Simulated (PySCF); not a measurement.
PySCF input (MN15/def2-TZVPD):

```python
from pyscf import gto, scf, dft

mol = gto.M(
    atom='''
    Pb   -0.00000000   -0.00000000   -0.42772181
    Cl    0.00000000    0.00000000    2.06312872
    ''',
    basis='def2-tzvpd',
    ecp='def2-tzvp',
    charge=0,
    spin=1,
    symmetry='C2v',
    verbose=4,
)

mf = dft.UKS(mol, xc='mn15').density_fit(auxbasis='def2-universal-jkfit')
mf.grids.level = 4
mf.conv_tol = 1e-9
mf.max_cycle = 100
mf.max_memory = 1500
mf.kernel()
if not mf.converged:
    mf = mf.newton()
    mf.kernel(mf.make_rdm1())
mf.analyze()
```

End of the output:

```
Extra cycle  E= -652.659284709682  delta_E= -4.02e-11  |g|= 3.21e-06  |ddm|= 1.21e-05
converged SCF energy = -652.659284709682  <S^2> = 0.75225653  2S+1 = 2.0022553
**** SCF Summaries ****
Total Energy =                        -652.659284709682197
Nuclear Repulsion Energy =              79.455701777528986
One-electron Energy =                -1130.501004872382509
Two-electron Energy =                  398.386018385171440
Two-electron Coulomb Energy =          442.200594374506466
DFT Exchange-Correlation Energy =      -43.814575989335012
HOMO-LUMO gap [eV] =                     2.770380252870801
Wave-function symmetry = B1
alpha occupancy for each irrep:     A1   A2   B1   B2
                                    10    1    5    4
beta  occupancy for each irrep:     A1   A2   B1   B2
                                    10    1    4    4
**** MO energy ****
alpha MO #1 (A1 #1), energy= -100.302856537909 occ= 1
alpha MO #2 (A1 #2), energy= -9.12533949268159 occ= 1
alpha MO #3 (A1 #3), energy= -7.14099418368984 occ= 1
alpha MO #4 (B2 #1), energy= -7.13721158926213 occ= 1
alpha MO #5 (B1 #1), energy= -7.1353136323447 occ= 1
alpha MO #6 (A1 #4), energy= -5.4286834060792 occ= 1
alpha MO #7 (B2 #2), energy= -3.3136155364795 occ= 1
alpha MO #8 (A1 #5), energy= -3.30499650963907 occ= 1
alpha MO #9 (B1 #2), energy= -3.29962265573062 occ= 1
alpha MO #10 (A1 #6), energy= -0.907786068387624 occ= 1
alpha MO #11 (B2 #3), energy= -0.901542788131159 occ= 1
alpha MO #12 (A2 #1), energy= -0.898951673934519 occ= 1
alpha MO #13 (A1 #7), energy= -0.895355625681826 occ= 1
alpha MO #14 (B1 #3), energy= -0.891452088866065 occ= 1
alpha MO #15 (A1 #8), energy= -0.796536872121616 occ= 1
alpha MO #16 (A1 #9), energy= -0.562851865791387 occ= 1
alpha MO #17 (A1 #10), energy= -0.346892840520837 occ= 1
alpha MO #18 (B1 #4), energy= -0.343848001652013 occ= 1
alpha MO #19 (B2 #4), energy= -0.340918235347806 occ= 1
alpha MO #20 (B1 #5), energy= -0.20087421463823 occ= 1
alpha MO #21 (B2 #5), energy= -0.0990646173308889 occ= 0
alpha MO #22 (A1 #11), energy= -0.0242721363420047 occ= 0
alpha MO #23 (A1 #12), energy= 0.0288632700149808 occ= 0
alpha MO #24 (A2 #2), energy= 0.0829631631176797 occ= 0
alpha MO #25 (A1 #13), energy= 0.0887639015335255 occ= 0
alpha MO #26 (B1 #6), energy= 0.0894098291018226 occ= 0
alpha MO #27 (A1 #14), energy= 0.0983104449745981 occ= 0
alpha MO #28 (B2 #6), energy= 0.103496919925192 occ= 0
alpha MO #29 (B1 #7), energy= 0.113351914800624 occ= 0
alpha MO #30 (B2 #7), energy= 0.115436828595986 occ= 0
alpha MO #31 (A1 #15), energy= 0.125880458668872 occ= 0
alpha MO #32 (A1 #16), energy= 0.161340994754271 occ= 0
alpha MO #33 (B1 #8), energy= 0.16925810997096 occ= 0
alpha MO #34 (B2 #8), energy= 0.179593941847157 occ= 0
alpha MO #35 (A1 #17), energy= 0.244375301786891 occ= 0
alpha MO #36 (A2 #3), energy= 0.246366636514202 occ= 0
alpha MO #37 (A1 #18), energy= 0.248942728672264 occ= 0
alpha MO #38 (B1 #9), energy= 0.269889874972558 occ= 0
alpha MO #39 (B2 #9), energy= 0.271183130790178 occ= 0
alpha MO #40 (A2 #4), energy= 0.303663030165355 occ= 0
alpha MO #41 (A1 #19), energy= 0.309371242824693 occ= 0
alpha MO #42 (A1 #20), energy= 0.326909410867372 occ= 0
alpha MO #43 (A1 #21), energy= 0.36255470880826 occ= 0
alpha MO #44 (B1 #10), energy= 0.368726995293603 occ= 0
alpha MO #45 (B2 #10), energy= 0.372893362615419 occ= 0
alpha MO #46 (A1 #22), energy= 0.418217848715833 occ= 0
alpha MO #47 (B2 #11), energy= 0.525858785149864 occ= 0
alpha MO #48 (B1 #11), energy= 0.526861229585212 occ= 0
alpha MO #49 (A1 #23), energy= 0.588652745157295 occ= 0
alpha MO #50 (B1 #12), energy= 0.641199483597695 occ= 0
alpha MO #51 (B2 #12), energy= 0.642107919577279 occ= 0
alpha MO #52 (B2 #13), energy= 0.66167893020743 occ= 0
alpha MO #53 (A2 #5), energy= 0.663501753804321 occ= 0
alpha MO #54 (B1 #13), energy= 0.663803782695394 occ= 0
alpha MO #55 (A1 #24), energy= 0.665393549377063 occ= 0
alpha MO #56 (A1 #25), energy= 0.678962082178535 occ= 0
alpha MO #57 (A2 #6), energy= 0.678995166502913 occ= 0
alpha MO #58 (B1 #14), energy= 0.717533970168775 occ= 0
alpha MO #59 (B2 #14), energy= 0.730457314068108 occ= 0
alpha MO #60 (A1 #26), energy= 0.783883006075591 occ= 0
alpha MO #61 (A1 #27), energy= 0.80075274004667 occ= 0
alpha MO #62 (B1 #15), energy= 0.826326163023653 occ= 0
alpha MO #63 (B2 #15), energy= 0.830969225491347 occ= 0
alpha MO #64 (A1 #28), energy= 0.917890261868695 occ= 0
alpha MO #65 (A1 #29), energy= 1.05307151101511 occ= 0
alpha MO #66 (A2 #7), energy= 1.0540768540738 occ= 0
alpha MO #67 (A1 #30), energy= 1.07963158139773 occ= 0
alpha MO #68 (B1 #16), energy= 1.08079035840013 occ= 0
alpha MO #69 (B2 #16), energy= 1.09017825959126 occ= 0
alpha MO #70 (A1 #31), energy= 1.32599236485478 occ= 0
alpha MO #71 (A1 #32), energy= 1.94033037153481 occ= 0
alpha MO #72 (A2 #8), energy= 1.9403709077563 occ= 0
alpha MO #73 (B2 #17), energy= 1.97242400256446 occ= 0
alpha MO #74 (B1 #17), energy= 1.97475399945783 occ= 0
alpha MO #75 (A2 #9), energy= 1.99430297223835 occ= 0
alpha MO #76 (A1 #33), energy= 1.99501203099704 occ= 0
alpha MO #77 (B1 #18), energy= 2.01025772336353 occ= 0
alpha MO #78 (B2 #18), energy= 2.01080544719767 occ= 0
alpha MO #79 (B2 #19), energy= 2.02244150172559 occ= 0
alpha MO #80 (B1 #19), energy= 2.02306076222604 occ= 0
alpha MO #81 (A1 #34), energy= 2.02890033837036 occ= 0
alpha MO #82 (B1 #20), energy= 2.11130019609455 occ= 0
alpha MO #83 (B2 #20), energy= 2.11130992339652 occ= 0
alpha MO #84 (A2 #10), energy= 2.15076732928259 occ= 0
alpha MO #85 (A1 #35), energy= 2.15112191353633 occ= 0
alpha MO #86 (A1 #36), energy= 2.21083842233574 occ= 0
alpha MO #87 (B1 #21), energy= 2.30175699770691 occ= 0
alpha MO #88 (B2 #21), energy= 2.30213140390314 occ= 0
alpha MO #89 (B1 #22), energy= 2.33943324781028 occ= 0
alpha MO #90 (B2 #22), energy= 2.34147583563068 occ= 0
alpha MO #91 (A1 #37), energy= 2.43761353444493 occ= 0
alpha MO #92 (A1 #38), energy= 2.47310993553182 occ= 0
alpha MO #93 (A1 #39), energy= 2.88071942506878 occ= 0
alpha MO #94 (B2 #23), energy= 10.374220165378 occ= 0
alpha MO #95 (B1 #23), energy= 10.3745177930773 occ= 0
alpha MO #96 (A1 #40), energy= 10.5565083464878 occ= 0
alpha MO #97 (A1 #41), energy= 24.7111164532345 occ= 0
alpha MO #98 (A1 #42), energy= 34.8213530569174 occ= 0
alpha MO #99 (B1 #24), energy= 35.2541998731846 occ= 0
alpha MO #100 (B2 #24), energy= 35.2615870229579 occ= 0
alpha MO #101 (A1 #43), energy= 35.3733927653879 occ= 0
alpha MO #102 (A1 #44), energy= 124.55298113809 occ= 0
[...]
```
